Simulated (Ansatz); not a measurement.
`N[Si](N)(O)[SiH3]`. The species carries charge 0 and has multiplicity 1.

```xyz
13

N    -0.6773   -1.6954    0.3541
Si   -0.0056   -0.2640   -0.3194
N     1.6802   -0.5346   -0.2529
O    -0.7179   -0.0635   -1.7956
Si   -0.4356    1.7772    0.7498
H    -0.3111   -2.0522    1.2225
H    -1.6713   -1.8476    0.2921
H     2.3406    0.2095   -0.4026
H     2.0725   -1.4373   -0.4694
H    -0.6807   -0.8134   -2.3940
H     0.4050    2.8805    0.2018
H    -1.8640    2.1729    0.6079
H    -0.1350    1.6679    2.2057
```

Problem. Give the diagnostics of a CCSD(T)/def2-TZVPP run (frozen core, Ansatz 0.2.0). (Best estimate.)

Solution. Ansatz gave: T1 = 0.0117, largest single amplitude 0.013, largest double 0.017, (T) share of the correlation energy 3.5 %, 9 CCSD cycles. The RHF solution is stable towards an unrestricted one. T1 lies under the customary mark of 0.02 for closed shells.
